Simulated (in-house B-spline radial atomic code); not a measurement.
Successive ionisation energies of molybdenum; each step leads to the configuration of the next row (after the last: bare). NIST's values go from ground level to ground level; the uncertainty of those that are theory runs from under 0.1 % in few-electron ions to several per cent in heavy many-electron ones. Computed with a B-spline radial code for spherical atoms: non-relativistic Hartree-Fock, average of the configuration, point nuclei.

This level leaves out relativity, spin-orbit splitting included, which matters for heavy ions.

```json
{"ion": "Mo30+", "configuration": "[Ne] 3s2", "ionisation energy (eV)": "1687.7", "tabulated value (eV)": "1730.1", "computed minus tabulated (eV)": "-42", "highest orbital": "3s", "largest mean radius (bohr)": "0.37808"}
{"ion": "Mo31+", "configuration": "[Ne] 3s1", "ionisation energy (eV)": "1752.3", "tabulated value (eV)": "1790.93", "computed minus tabulated (eV)": "-39", "highest orbital": "3s", "largest mean radius (bohr)": "0.37511"}
{"ion": "Mo32+", "configuration": "[He] 2s2 2p6", "ionisation energy (eV)": "4248.8", "tabulated value (eV)": "4259", "computed minus tabulated (eV)": "-10", "highest orbital": "2p", "largest mean radius (bohr)": "0.15502"}
{"ion": "Mo33+", "configuration": "[He] 2s2 2p5", "ionisation energy (eV)": "4423.9", "tabulated value (eV)": "4430", "computed minus tabulated (eV)": "-6", "highest orbital": "2p", "largest mean radius (bohr)": "0.15385"}
{"ion": "Mo34+", "configuration": "[He] 2s2 2p4", "ionisation energy (eV)": "4601.8", "tabulated value (eV)": "4618", "computed minus tabulated (eV)": "-16", "highest orbital": "2p", "largest mean radius (bohr)": "0.1527"}
{"ion": "Mo35+", "configuration": "[He] 2s2 2p3", "ionisation energy (eV)": "4782.5", "tabulated value (eV)": "4800", "computed minus tabulated (eV)": "-18", "highest orbital": "2p", "largest mean radius (bohr)": "0.15156"}
{"ion": "Mo36+", "configuration": "[He] 2s2 2p2", "ionisation energy (eV)": "4966.0", "tabulated value (eV)": "5084", "computed minus tabulated (eV)": "-118", "highest orbital": "2p", "largest mean radius (bohr)": "0.15044"}
{"ion": "Mo37+", "configuration": "[He] 2s2 2p1", "ionisation energy (eV)": "5152.3", "tabulated value (eV)": "5287", "computed minus tabulated (eV)": "-135", "highest orbital": "2p", "largest mean radius (bohr)": "0.14933"}
{"ion": "Mo38+", "configuration": "[He] 2s2", "ionisation energy (eV)": "5385.9", "tabulated value (eV)": "5548", "computed minus tabulated (eV)": "-162", "highest orbital": "2s", "largest mean radius (bohr)": "0.14824"}
{"ion": "Mo39+", "configuration": "[He] 2s1", "ionisation energy (eV)": "5552.1", "tabulated value (eV)": "5713.194", "computed minus tabulated (eV)": "-161", "highest orbital": "2s", "largest mean radius (bohr)": "0.14723"}
{"ion": "Mo40+", "configuration": "1s2", "ionisation energy (eV)": "23289.2", "tabulated value (eV)": "23810.65", "computed minus tabulated (eV)": "-521", "highest orbital": "1s", "largest mean radius (bohr)": "0.036036"}
{"ion": "Mo41+", "configuration": "1s1", "ionisation energy (eV)": "24000.4", "tabulated value (eV)": "24572.21", "computed minus tabulated (eV)": "-572", "highest orbital": "1s", "largest mean radius (bohr)": "0.035714"}
```

**Question.** Where is the largest jump?

**Answer.** From Mo39+ to Mo40+, by a factor of 4.19 (5552.1 to 23289 eV); the highest orbital goes from 2s to 1s.

**Question.** How far is this level of theory from the measured and semi-empirical values?

**Answer.** Over those 9 rows the differences run from -162 to -6.13 eV (mean absolute value 61 eV). The calculation leaves out relativity, correlation and, in open shells, the multiplet splittings that an average leaves out.
